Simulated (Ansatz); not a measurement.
Relaxation of Mg₈O₈⁺ (started as a model of: 1x4x4 MgO rock-salt block) with UKS PBE-D4/def2-SVP.

```sh
$ ansatz run in.yaml --threads 4 --pin off --events-out ev --progress --plain --max-ram 6963MiB
```

```yaml
crystal:
  periodic: [false, false, false]
  atoms:
    - {symbol: Mg, position_ang: [0.467703, -2.711708, -2.692841]}
    - {symbol: O, position_ang: [-0.027152, -2.996133, -0.928405]}
    - {symbol: Mg, position_ang: [0.052529, -2.905895, 1.009158]}
    - {symbol: O, position_ang: [0.578549, -2.831514, 2.823262]}
    - {symbol: O, position_ang: [0.049521, -0.927707, -2.971179]}
    - {symbol: Mg, position_ang: [-0.603343, -0.970513, -0.975959]}
    - {symbol: O, position_ang: [-0.627048, -0.988441, 0.994321]}
    - {symbol: Mg, position_ang: [0.090814, -1.006642, 2.899362]}
    - {symbol: Mg, position_ang: [0.080475, 1.009796, -2.892925]}
    - {symbol: O, position_ang: [-0.684085, 1.004605, -1.000314]}
    - {symbol: Mg, position_ang: [-0.592176, 0.979885, 0.975587]}
    - {symbol: O, position_ang: [0.031189, 0.931282, 2.987788]}
    - {symbol: O, position_ang: [0.598457, 2.823174, -2.809137]}
    - {symbol: Mg, position_ang: [0.047056, 2.908846, -1.005454]}
    - {symbol: O, position_ang: [0.013453, 2.987071, 0.932250]}
    - {symbol: Mg, position_ang: [0.476958, 2.707997, 2.705886]}
basis:
  gaussian: {orbitals: def2-SVP}
total_charge: 1
magnetization: {spin_polarized: true, initial_magnetization: 1}
hamiltonian: {xc: pbe, dispersion: d4}
scf: {lower_state_search: "off"}
output: {orbitals: {seedname: orbitals}}
relax: {f_tol: 0.03, max_steps: 70}
```

Hardware: 4 threads of Arm Neoverse V2 on a shared host. Wall time 1.7 min, peak host memory 0.67 GiB.

Positions (Å) and forces (eV/Å) at steps 1, 2, 3, 4, 5, 6 of 6:

```xyz
16
step=1 energy=-59876.2249 eV
Mg    0.468   -2.712   -2.693    0.039   -0.203   -0.190
O    -0.027   -2.996   -0.928    0.042    0.282    0.346
Mg    0.053   -2.906    1.009   -0.074   -0.435   -1.151
O     0.579   -2.832    2.823   -0.153   -0.019    0.026
O     0.050   -0.928   -2.971   -0.006    0.367    0.278
Mg   -0.603   -0.971   -0.976   -0.040   -0.465   -0.447
O    -0.627   -0.988    0.994    0.201   -0.366    0.366
Mg    0.091   -1.007    2.899   -0.043    1.152    0.429
Mg    0.080    1.010   -2.893   -0.049   -1.159   -0.423
O    -0.684    1.005   -1.000    0.264    0.326   -0.329
Mg   -0.592    0.980    0.976   -0.043    0.451    0.460
O     0.031    0.931    2.988    0.016   -0.359   -0.280
O     0.598    2.823   -2.809   -0.139    0.072   -0.073
Mg    0.047    2.909   -1.005   -0.070    0.431    1.151
O     0.013    2.987    0.932    0.012   -0.272   -0.356
Mg    0.477    2.708    2.706    0.044    0.197    0.194
16
step=2 energy=-59876.4444 eV
Mg    0.479   -2.773   -2.756   -0.051   -0.018   -0.022
O    -0.012   -3.012   -0.985   -0.042    0.181    0.413
Mg    0.044   -2.915    0.934    0.001   -0.272   -0.214
O     0.503   -2.780    2.773   -0.089    0.114   -0.110
O     0.061   -0.982   -2.984   -0.072    0.401    0.159
Mg   -0.590   -0.997   -0.998    0.094   -0.274   -0.295
O    -0.594   -0.981    0.987    0.124   -0.150    0.143
Mg    0.083   -0.932    2.909    0.012    0.214    0.267
Mg    0.075    0.937   -2.902    0.024   -0.228   -0.252
O    -0.639    0.993   -0.989    0.165    0.128   -0.124
Mg   -0.580    1.002    1.002    0.090    0.294    0.271
O     0.045    0.988    3.004   -0.057   -0.418   -0.177
O     0.521    2.777   -2.764   -0.109   -0.098    0.098
Mg    0.040    2.918   -0.933    0.019    0.257    0.224
O     0.027    3.001    0.987   -0.064   -0.157   -0.395
Mg    0.489    2.770    2.767   -0.047    0.027    0.014
16
step=3 energy=-59876.4917 eV
Mg    0.417   -2.799   -2.789   -0.099    0.140    0.136
O    -0.004   -3.012   -0.981    0.032    0.052   -0.092
Mg    0.029   -2.951    0.926   -0.051   -0.070   -0.096
O     0.407   -2.757    2.753    0.157   -0.338    0.340
O     0.056   -0.977   -2.993    0.007   -0.106    0.054
Mg   -0.497   -1.005   -1.001    0.012    0.042    0.025
O    -0.509   -0.992    0.996   -0.017    0.161   -0.160
Mg    0.066   -0.922    2.946   -0.049    0.091    0.068
Mg    0.063    0.929   -2.935   -0.038   -0.066   -0.059
O    -0.537    0.990   -0.985    0.027   -0.091    0.089
Mg   -0.490    1.006    1.010    0.010   -0.022   -0.044
O     0.043    0.984    3.006    0.025    0.096   -0.045
O     0.420    2.765   -2.755    0.108    0.249   -0.250
Mg    0.032    2.949   -0.924   -0.037    0.061    0.068
O     0.028    3.007    0.982    0.012   -0.061    0.102
Mg    0.429    2.800    2.795   -0.098   -0.136   -0.137
16
step=4 energy=-59876.5094 eV
Mg    0.354   -2.808   -2.802   -0.058    0.160    0.162
O     0.012   -2.989   -0.971    0.046   -0.181    0.016
Mg    0.023   -2.968    0.953   -0.016    0.058   -0.141
O     0.352   -2.818    2.817   -0.016    0.016   -0.016
O     0.040   -0.972   -2.979    0.045    0.009   -0.188
Mg   -0.426   -0.997   -0.994   -0.023    0.049    0.042
O    -0.456   -0.980    0.985    0.041   -0.196    0.192
Mg    0.050   -0.950    2.965   -0.018    0.138   -0.051
Mg    0.051    0.952   -2.958   -0.022   -0.143    0.050
O    -0.455    0.983   -0.977    0.043    0.197   -0.193
Mg   -0.421    1.000    1.002   -0.023   -0.043   -0.048
O     0.044    0.974    2.987    0.046   -0.010    0.181
O     0.358    2.820   -2.812   -0.015   -0.019    0.018
Mg    0.033    2.968   -0.948   -0.018   -0.056    0.145
O     0.026    2.989    0.976    0.046    0.185   -0.013
Mg    0.368    2.809    2.807   -0.059   -0.164   -0.155
16
step=5 energy=-59876.5240 eV
Mg    0.336   -2.798   -2.794    0.012   -0.031   -0.030
O     0.018   -3.007   -0.970   -0.004    0.027    0.028
Mg    0.024   -2.964    0.950    0.016   -0.063   -0.035
O     0.329   -2.818    2.819    0.001   -0.012    0.009
O     0.035   -0.971   -3.002   -0.006    0.025    0.030
Mg   -0.407   -0.993   -0.992   -0.009    0.028    0.028
O    -0.428   -0.989    0.994   -0.022    0.042   -0.034
Mg    0.042   -0.946    2.966    0.013    0.033    0.056
Mg    0.043    0.948   -2.959    0.011   -0.036   -0.060
O    -0.426    0.992   -0.987   -0.021   -0.040    0.034
Mg   -0.402    0.996    0.998   -0.009   -0.029   -0.027
O     0.042    0.973    3.009   -0.007   -0.025   -0.028
O     0.336    2.819   -2.813    0.002    0.012   -0.010
Mg    0.034    2.965   -0.944    0.015    0.066    0.038
O     0.030    3.008    0.976   -0.004   -0.028   -0.029
Mg    0.349    2.799    2.800    0.012    0.030    0.030
16
step=6 energy=-59876.5254 eV
Mg    0.346   -2.796   -2.792    0.001    0.002    0.001
O     0.021   -3.002   -0.968    0.001    0.002   -0.006
Mg    0.030   -2.967    0.949    0.000   -0.003   -0.010
O     0.340   -2.816    2.817    0.001   -0.003    0.004
O     0.034   -0.970   -2.997    0.000   -0.008    0.000
Mg   -0.421   -0.992   -0.990    0.000    0.003    0.003
O    -0.444   -0.989    0.994   -0.001   -0.009    0.007
Mg    0.043   -0.946    2.968   -0.001    0.009    0.005
Mg    0.043    0.947   -2.962   -0.001   -0.010   -0.005
O    -0.442    0.992   -0.987   -0.001    0.010   -0.008
Mg   -0.416    0.995    0.997   -0.001   -0.003   -0.002
O     0.040    0.971    3.004    0.000    0.008    0.000
O     0.348    2.816   -2.811    0.001    0.003   -0.004
Mg    0.039    2.968   -0.943    0.000    0.004    0.011
O     0.033    3.004    0.974    0.001   -0.002    0.007
Mg    0.359    2.797    2.798    0.001   -0.002   -0.001
```
